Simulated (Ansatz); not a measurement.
Gas-phase electronic energies from Ansatz, PBE0-D4/def2-TZVP geometries. CCSD(T)/CBS adds triple-zeta CCSD(T) − MP2 to the extrapolated MP2 energy (def2 sets, frozen cores). This one scheme is used for every species, atoms too. Functionals use def2-TZVPP. Open shells (•) are unrestricted, without spin–orbit coupling. Spin–orbit coupling would lower the free atoms: a little for Si; strongly for Sn. def2 core potentials past Kr. Bonds to Sn are less sure, by a few kJ/mol each and by 10 to 20 or more in all where they break to atoms, as the def2 sets lack core-valence functions.

`[SiH3][Sn]([SiH3])([SiH3])[SiH3]` → 12 H• + 4 Si• + Sn•  (atomization)

```tsv
species	r2SCANh energy (Eh)
`[SiH3][Sn]([SiH3])([SiH3])[SiH3]`	-1379.47954
H•	-0.49990
Si•	-289.34061
Sn•	-214.32041
```

Question: Work out ΔE.

Answer: ΔE = 12 × (-0.49990) + 4 × (-289.34061) + (-214.32041) − (-1379.47954) = 1.79789 Eh = +48.92 eV. CCSD(T)/CBS gives +49.52 eV.

Largest T1 diagnostic among the species: 0.013.

The D4 term adds +0.80 eV with B3LYP and +0.44 eV with PBE0; it sums over pairs of atoms, weighted by their polarisabilities, and B3LYP, whose exchange is more repulsive, gets the larger term. From PBE to PBE0 (25 % exact exchange), in def2-TZVPP and without D4, ΔE moves by +0.23 eV.

B3LYP here is the variant with VWN-RPA as its local correlation; programs differ in this.

For atomizations the MP2-based limit and the directly extrapolated one differ by several kJ/mol either way, and by 10 to 25 for some Ge, Se and Sn compounds, so smaller differences from it don't rank the levels.
